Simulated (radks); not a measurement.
Results of a calculation; reference values are marked as such.
Charge is removed step by step from the 3s1/2 level of Ca, starting from [Ar] 4s2. Code: a radial shooting solver on a logarithmic mesh with Libxc functionals. Model: Dirac Kohn-Sham, PBE, spin-unpolarised, spherical densities, finite nucleus; Fermi nuclear charge, rms radius 3.4776 fm.

| removed (e) | E - E(0) (eV) | eigenvalue (eV) | E minus straight line (eV) |
|---|---|---|---|
| 0 | 0.000 | -47.086 | 0.000 |
| 0.125 | 5.992 | -48.798 | -0.786 |
| 0.25 | 12.201 | -50.547 | -1.356 |
| 0.375 | 18.630 | -52.331 | -1.705 |
| 0.5 | 25.285 | -54.147 | -1.829 |
| 0.625 | 32.168 | -55.993 | -1.724 |
| 0.75 | 39.285 | -57.868 | -1.387 |
| 0.875 | 46.637 | -59.770 | -0.813 |
| 1 | 54.228 | -61.698 | 0.000 |

Removing the whole electron costs 54.228 eV by Delta-SCF, against 47.086 eV from minus the eigenvalue at the starting occupation. Slater's transition state (half an electron removed) gives 54.147 eV. Integrating minus the eigenvalue over the occupation (Janak's theorem) gives 54.228 eV. The mean slope of the eigenvalue, de/dn, is 14.6 eV per electron.
